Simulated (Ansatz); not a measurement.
Stretching the Br1–F2 bond in BrF (multiplicity 1 held). Energies count from the point at 1.774 Å.


Signs of static correlation in cc-pVDZ, with CASSCF(14,8), from Ansatz (a program for electronic structure) runs.

```tsv
R (Å)	T1 of restricted CCSD	⟨S²⟩ of UHF	largest double amplitude of restricted CCSD	weight of the CASSCF reference in MRCISD	CASSCF natural occupations
1.419	0.008	0.000	0.043	0.934	2.00 2.00 2.00 2.00 2.00 2.00 1.99 0.02
1.597	0.009	0.000	0.070	0.932	2.00 2.00 2.00 2.00 2.00 2.00 1.97 0.03
1.774	0.012	0.000	0.112	0.931	2.00 2.00 2.00 2.00 2.00 2.00 1.94 0.07
1.952	0.015	0.355	0.166	0.931	2.00 2.00 2.00 2.00 2.00 2.00 1.88 0.12
2.129	…	0.703	0.230	0.931	2.00 2.00 2.00 2.00 2.00 2.00 1.79 0.21
2.395	0.030	0.897	…	0.932	2.00 2.00 2.00 2.00 2.00 2.00 1.61 0.39
2.662	0.041	0.965	0.467	0.933	2.00 2.00 2.00 2.00 2.00 2.00 1.43 0.58
3.105	0.054	1.008	0.653	0.934	2.00 2.00 2.00 2.00 2.00 2.00 1.21 0.80
3.549	0.060	1.008	0.773	0.934	2.00 2.00 2.00 2.00 2.00 2.00 1.02 0.98
4.081	0.062	1.008	0.845	0.934	2.00 2.00 2.00 2.00 2.00 2.00 1.00 1.00
4.791	0.061	1.008	0.879	0.934	2.00 2.00 2.00 2.00 2.00 2.00 1.00 1.00
5.678	0.058	1.008	0.889	0.934	2.00 2.00 2.00 2.00 2.00 2.00 1.00 1.00
7.097	0.055	1.008	0.891	0.934	2.00 2.00 2.00 2.00 2.00 2.00 1.00 1.00
```

Q: Some entries are withheld; supply them.

A: 
- 2.129, T1 of restricted CCSD: 0.020
- 2.395, largest double amplitude of restricted CCSD: 0.343

Doubts at one or more of the structures used: a restricted determinant that unrestricted orbitals would lower (R-CCSD(T)/cc-pVDZ); other coupled-cluster roots lie near (R-CCSD(T)/cc-pVDZ); T1 above 0.05 (R-CCSD(T)/cc-pVDZ, U-CCSD(T)/cc-pVDZ); a spin-contaminated determinant (U-CCSD(T)/cc-pVDZ).
